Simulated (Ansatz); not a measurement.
**Molecular dynamics of C2H6Cl2Sn**

input.yaml

```yaml
crystal:
  periodic: [false, false, false]
  atoms:
    - { symbol: Sn, position_ang: [-0.14002, 2.8e-05, -0.094605] }
    - { symbol: Cl, position_ang: [-0.081925, -0.044209, 2.258773] }
    - { symbol: Cl, position_ang: [2.108763, 0.043879, -0.78966] }
    - { symbol: C, position_ang: [-1.01302, 1.855162, -0.671853] }
    - { symbol: H, position_ang: [-2.099209, 1.798409, -0.582981] }
    - { symbol: H, position_ang: [-0.634462, 2.63718, -0.012995] }
    - { symbol: H, position_ang: [-0.738165, 2.080534, -1.703208] }
    - { symbol: C, position_ang: [-0.968661, -1.855749, -0.737065] }
    - { symbol: H, position_ang: [-1.654312, -2.224169, 0.026813] }
    - { symbol: H, position_ang: [-1.501046, -1.723375, -1.680281] }
    - { symbol: H, position_ang: [-0.154243, -2.56769, -0.873937] }
basis:
  gaussian: { orbitals: def2-SVP }
hamiltonian:
  xc: { name: BHLYP }
  dispersion: d4
md:
  timestep: 0.25
  n_steps: 300
  ensemble: nve
  temperature: 300.0
  initial_velocities: maxwell_boltzmann
  seed: 854152
```

Command:

```bash
$ ansatz run input.yaml --threads 2 --pin off --max-ram 3072MiB --backend cpu --events-out ev --progress --plain --runs-dir out
```

It starts from a relaxed structure.

Output, in part (step lines, the closing report, with atoms numbered from 0):

```
md step     0: t =     0.00 fs  T =   300.0 K  F+E_penalty+E_count = -33038.99635716 eV  E_kin = 0.349002 eV  conserved = -33038.64735517 eV  (26 SCF iters)
md step     1: t =     0.25 fs  T =   299.1 K  F+E_penalty+E_count = -33038.99535061 eV  E_kin = 0.347999 eV  conserved = -33038.64735145 eV  (24 SCF iters)
md step     2: t =     0.50 fs  T =   296.5 K  F+E_penalty+E_count = -33038.99230930 eV  E_kin = 0.344972 eV  conserved = -33038.64733779 eV  (24 SCF iters)
md step     3: t =     0.75 fs  T =   292.4 K  F+E_penalty+E_count = -33038.98745534 eV  E_kin = 0.340140 eV  conserved = -33038.64731527 eV  (24 SCF iters)
md step     4: t =     1.00 fs  T =   287.0 K  F+E_penalty+E_count = -33038.98115103 eV  E_kin = 0.333865 eV  conserved = -33038.64728579 eV  (24 SCF iters)
md step     5: t =     1.25 fs  T =   280.8 K  F+E_penalty+E_count = -33038.97386769 eV  E_kin = 0.326616 eV  conserved = -33038.64725216 eV  (24 SCF iters)
md step     6: t =     1.50 fs  T =   274.1 K  F+E_penalty+E_count = -33038.96614198 eV  E_kin = 0.318924 eV  conserved = -33038.64721753 eV  (24 SCF iters)
md step     7: t =     1.75 fs  T =   267.6 K  F+E_penalty+E_count = -33038.95852516 eV  E_kin = 0.311340 eV  conserved = -33038.64718533 eV  (24 SCF iters)
[... lines left out ...]
md step   297: t =    74.25 fs  T =    83.0 K  F+E_penalty+E_count = -33038.74371092 eV  E_kin = 0.096592 eV  conserved = -33038.64711873 eV  (23 SCF iters)
md step   298: t =    74.50 fs  T =    83.6 K  F+E_penalty+E_count = -33038.74434388 eV  E_kin = 0.097222 eV  conserved = -33038.64712174 eV  (27 SCF iters)
md step   299: t =    74.75 fs  T =    85.5 K  F+E_penalty+E_count = -33038.74664773 eV  E_kin = 0.099514 eV  conserved = -33038.64713346 eV  (23 SCF iters)
md step   300: t =    75.00 fs  T =    88.8 K  F+E_penalty+E_count = -33038.75043521 eV  E_kin = 0.103282 eV  conserved = -33038.64715287 eV  (27 SCF iters)
Total energy: -33038.75062332 eV, -1214.1516909377 hartree
Atom 0 at    -0.164098     0.021913    -0.130609 Å, force    -0.424695    -0.624217    -0.400429 eV/Å
Atom 1 at    -0.088684    -0.117338     2.206969 Å, force     0.019915     0.190872     0.388556 eV/Å
Atom 2 at     2.096103     0.059289    -0.770792 Å, force     0.122827    -0.074707    -0.100771 eV/Å
Atom 3 at    -0.887871     1.992349    -0.578134 Å, force    -0.943501    -0.738047     0.077515 eV/Å
Atom 4 at    -1.483164     2.199458     0.304638 Å, force    -0.204929     0.292335     0.171326 eV/Å
Atom 5 at    -0.040226     2.647743    -0.584717 Å, force     0.533448     0.406598    -0.228155 eV/Å
Atom 6 at    -1.532548     2.096070    -1.465834 Å, force     0.473267    -0.144181     0.215851 eV/Å
Atom 7 at    -0.879167    -2.030218    -0.504111 Å, force     0.631496     0.970054     1.020879 eV/Å
Atom 8 at    -1.915951    -2.179232    -0.774546 Å, force    -0.292307     0.179869     0.092932 eV/Å
Atom 9 at    -0.234555    -2.389972    -1.278028 Å, force     0.436922    -0.491006    -0.517891 eV/Å
Atom 10 at    -0.614106    -2.476340     0.477783 Å, force    -0.352443     0.032430    -0.719815 eV/Å
Dipole moment:    -0.678935     0.053552    -0.493418 e Å
```

The steps, from the saved trajectory:

```
time (fs)  T (K)  potential energy less start (eV)  conserved less start (meV/atom)
      0.0    300                             0.000                             0.00
      2.5    253                             0.055                             0.02
      5.0    247                             0.061                             0.00
      7.5    191                             0.127                             0.02
     10.0    209                             0.106                             0.00
     12.5    176                             0.145                             0.02
     15.0    196                             0.121                             0.01
     17.5    180                             0.140                             0.02
     20.0    223                             0.090                             0.00
     22.5    211                             0.104                             0.02
     25.0    227                             0.085                             0.00
     27.5    187                             0.132                             0.02
     30.0    188                             0.130                             0.01
     32.5    170                             0.151                             0.02
     35.0    185                             0.134                             0.01
     37.5    176                             0.144                             0.02
     40.0    191                             0.127                             0.01
     42.5    185                             0.134                             0.01
     45.0    173                             0.148                             0.01
     47.5    140                             0.187                             0.01
     50.0    112                             0.218                             0.01
     52.5    106                             0.226                             0.01
     55.0    111                             0.220                             0.01
     57.5    128                             0.200                             0.01
     60.0    140                             0.186                             0.01
     62.5    171                             0.151                             0.01
     65.0    171                             0.150                             0.01
     67.5    171                             0.151                             0.01
     70.0    125                             0.203                             0.02
     72.5    110                             0.221                             0.01
     75.0     89                             0.246                             0.02
```

All steps were run. The conserved energy stayed within 0.023 meV per atom of its start (net change 0.018 meV per atom), so the integration is sound. Over the second half the temperature averaged 0.48 of the 300 K drawn at the start: a run that starts near a minimum puts about half its kinetic energy into the potential. A run of 0.075 ps of so small a system gives no equilibrium averages.

The same pairs are bonded in the first frame and the last. Pairs count as bonded within 1.25 times the sum of covalent radii (0.12 Å more for H–H).

Last frame:

```xyz
11
Properties=species:S:1:pos:R:3
Sn -0.164 0.022 -0.131
Cl -0.089 -0.117 2.207
Cl 2.096 0.059 -0.771
C -0.888 1.992 -0.578
H -1.483 2.200 0.305
H -0.040 2.648 -0.585
H -1.532 2.096 -1.466
C -0.879 -2.030 -0.504
H -1.916 -2.179 -0.774
H -0.235 -2.390 -1.278
H -0.614 -2.476 0.478
```

Time of the run: 24 min on 2 threads of Arm Neoverse V1, on a shared host, peak memory 0.33 GiB.
